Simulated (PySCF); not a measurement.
The PySCF input:
```python
from pyscf import gto, scf, dft

mol = gto.Mole()
mol.atom = '''
    O    -0.79023874    0.87612830   -1.33489620
    Si   -0.34587325   -0.09104449   -0.07521370
    F    -0.73726134   -1.59022227   -0.33081676
    F    -1.43364046    0.25246853    1.04975135
    Si    1.75793144    0.32477348    0.43166701
    H    -1.70322620    0.76597035   -1.72646003
    H     2.00247414    1.75906627    0.81713892
    H     2.35742023   -0.42696820    1.54875144
    H     2.70539781    0.00800872   -0.74981559
'''
mol.basis = '6-31g'
mol.verbose = 4
mol.build()

mf = dft.RKS(mol)
mf.xc = 'b3lyp'
mf.kernel()
g = mf.nuc_grad_method()
grad = g.kernel()
```

What is the computed number of basis functions (B3LYP/6-31G, gradient run with PySCF)?

61

What dipole moment does B3LYP/6-31G, gradient give?

1.24 D

Predict the nuclear repulsion energy from B3LYP/6-31G, gradient.

319.8641 Eh

Estimate the total energy that B3LYP/6-31G, gradient returns for this input.

-856.2814 Eh

Roughly what does it cost on one core?

about 14 core-seconds (a rough figure).
